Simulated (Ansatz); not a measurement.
**Ligand exchange: Sc(CH3)F2 + CH2FI → ScF3 + C2H5I**

Species: Sc(CH3)F2, singlet; CH2FI (fluoroiodomethane) `FCI`, singlet; ScF3 `[F][Sc]([F])[F]`, singlet; C2H5I (iodoethane) `CCI`, singlet. The partners trade CH3 for F: Sc–CH3 and C–F bonds give way to Sc–F and C–CH3.

Shapes, held fixed at every level: PBE0-D4/def2-TZVP. Programs: Ansatz 0.2.0. Electronic energies: no zero-point or thermal term.

(1) Estimate ΔE of this reaction.

## Answers

(1) The highest level, CCSD(T)/def2-TZVPP, gives ΔE = -303.8 kJ/mol; the levels span -322.5 to -300.8. The column of differences is taken from that level and isn't an error. No measured value is set beside it here. For atoms past krypton def2 sets carry core potentials with scalar relativity. Correlated rows may include outer-core shells of I, Sc, which these sets cover unevenly.

```tsv
level	kind	ΔE (kJ/mol)	less CCSD(T)/def2-TZVPP
HF/def2-SVP	Hartree–Fock	-309.3	-5.5
wB97X-V/def2-TZVPP	range-separated hybrid	-300.8	+3.0
B2PLYP/def2-TZVPP	double hybrid	-305.2	-1.4
MP2/def2-TZVPP	perturbation theory	-316.5	-12.7
CCSD(T)/def2-SVP	coupled cluster or CI	-322.5	-18.7
CCSD/def2-SVP	coupled cluster or CI	-321.7	-17.9
CCSD(T)/def2-TZVPP	coupled cluster or CI	-303.8	0.0
```
